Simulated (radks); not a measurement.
Q: These are the eigenvalues of the occupied orbitals of an atom or ion with whole-number occupations (hartree). Method: Dirac Kohn-Sham, BLYP, spin-unpolarised, spherical densities, point nucleus; computed with a radial shooting solver on a logarithmic mesh with Libxc functionals.

| orbital | eigenvalue |
|---|---|
| 1s1/2 | -1402.284 |
| 2s1/2 | -342.8413 |

Which element is it, and in what charge state? The configuration may be excited. Open shells, if any, are shared by 2j + 1.

A: Z = 53, iodine, charge +50: I50+ in [He] 2s1. The 1s level, -1402.3 hartree, gives Z - s = 53.0 by -(Z - s)^2/2, which with screening and relativity narrows Z to a few neighbours, and the depths must fix Z and the occupations together.
